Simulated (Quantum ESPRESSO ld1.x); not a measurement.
Problem. Sb, configuration [Kr] 4d8.5 5s2 5p4.5 (fractional occupations, a model configuration). Calculated with ld1.x of Quantum ESPRESSO 7.5: scalar-relativistic Kohn-Sham, revPBE, spin-unpolarised, spherical densities, point nucleus. Some entries of the table are withheld. Estimate them.

orbital,occ.,eigenvalue (eV),r(max) (bohr),<1/r> (bohr^-1)
1s,2,(1),0.018,54.33
2s,2,-4624.974,0.103,(2)
2p,6,-4152.916,(3),11.91
3s,2,(4),0.300,4.425
3p,6,-762.934,0.293,4.210
3d,10,-528.503,0.244,3.978
4s,2,-159.523,0.723,1.771
4p,6,-111.987,(5),1.619
4d,8.5,-42.420,0.835,1.336
5s,2,-15.551,1.82,(6)
5p,4.5,-6.383,2.16,0.4906

Solution. 
(1) 1s eigenvalue (eV): -30319.354
(2) 2s <1/r> (bohr^-1): 12.42
(3) 2p r(max) (bohr): 0.083
(4) 3s eigenvalue (eV): -916.767
(5) 4p r(max) (bohr): 0.759
(6) 5s <1/r> (bohr^-1): 0.6222
